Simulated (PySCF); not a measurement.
SiF6 (charge -2).
Cartesian coordinates in Å at the GFN2-xTB level; atoms count from 1:
```xyz
7
SiF6 angstrom
F      0.282   -0.577   -1.588
Si     0.000    0.001   -0.004
F      1.485    0.848   -0.049
F     -0.800    1.369   -0.645
F      0.801   -1.367    0.638
F     -0.281    0.579    1.580
F     -1.484   -0.847    0.041
```

Structure optimised with GFN2-xTB, isolated species.

Take the most abundant isotopes and a rigid rotor. 

Problem. What are A, B and C (MHz)?

Solution. Ia = 222.12, Ib = 222.15, Ic = 222.18 u·Å²; 505379 MHz·u·Å²/I gives A = 2275, B = 2275, C = 2275 MHz.

Problem. What kind of rotor is it?

Solution. A spherical top, as the point group Oh requires three equal moments.

Problem. Estimate the classical rotational partition function at 10 K, 25 K and 50 K.

Solution. Point group Oh, symmetry number σ = 24; q = (√π/σ)·√((kT/h)³/(ABC)), k/h = 20836.6 MHz/K: 64.7 at 10 K, 256 at 25 K, 724 at 50 K.

Not checked by GFN2-xTB frequencies. Whether so highly charged an anion holds all its electrons in the gas phase wasn't checked; a finite basis holds them in any case. The ion is multiply charged and computed without counter-ions or solvent. These are rigid-rotor constants of the computed structure; measured ground-state constants (B0) also hold zero-point vibration.
